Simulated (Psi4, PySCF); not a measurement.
PySCF was given this input:
```python
from pyscf import gto, scf, dft

mol = gto.Mole()
mol.atom = '''
    Ge   -0.00000000   -0.00000000   -1.58156681
    Te    0.00000000    0.00000000    0.97327189
'''
mol.basis = 'def2-svpd'
mol.ecp = {'Te': 'def2-svpd'}
mol.spin = 2
mol.verbose = 4
mol.build()

mf = dft.UKS(mol)
mf.xc = 'b97m_v'
mf.grids.atom_grid = (99, 590)
mf.grids.prune = None
mf.kernel()
```

**Question.** Write the same job for Psi4.

**Answer.** One answer among several that fit: 
```
memory 2 GB

molecule {
0 3
  Ge   -0.00000000   -0.00000000   -1.58156681
  Te    0.00000000    0.00000000    0.97327189
}

set basis def2-svpd
set reference uks
set scf_type pk
set puream true
set d_convergence 1e-8
set dft_radial_points 99
set dft_spherical_points 590

energy('b97m-v')
print_variables()
```

Both were run: PySCF gave -2344.319104 Eh and Psi4 -2344.319093 Eh, 0.011 mEh apart.
